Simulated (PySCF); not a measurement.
## Br (bromine, neutral) across methods

[Ar] 3d10 4s2 4p5, 2P determinant. Computed with PySCF 2.14 in aug-cc-pVTZ-PP with one added diffuse shell each of s, d, f type with ECP10MDF (7s5p5d3f, 68 functions), with scalar relativity through the core potential. The B2PLYP total includes its PT2 part (frozen core); its orbital energies are those of the SCF part.

| method | E (hartree) | mean ε 4s β (eV) | mean ε 4p α (eV) | mean ε 4p β (eV) | Σ⟨r²⟩ (bohr²) | ⟨S²⟩ |
| --- | --- | --- | --- | --- | --- | --- |
| PBE | -416.8043 | -19.595 | -8.204 | -7.410 | 39.95 | 0.753 |
| LDA | -416.2197 | -19.939 | -8.302 | -7.535 | 39.93 | 0.751 |
| B2PLYP | -416.4197 | -23.441 | -10.789 | -9.851 | 39.81 | 0.754 |
| UHF | -415.49183 | -26.376 | -12.965 | -11.777 | 39.75 | 0.759 |
| r2SCANh | -416.6873 | -20.825 | -9.128 | -8.228 | 39.47 | 0.755 |
| r2SCAN | -416.6862 | -20.107 | -8.623 | -7.743 | 39.49 | 0.755 |
| M06 | -416.9074 | -21.466 | -9.477 | -8.610 | 39.45 | 0.753 |
| PBE0 | -416.7808 | -21.557 | -9.602 | -8.729 | 39.67 | 0.754 |
| CAM-B3LYP | -416.8029 | -23.320 | -10.937 | -10.131 | 39.87 | 0.753 |

Energies and moments cover only the electrons outside the core potential.
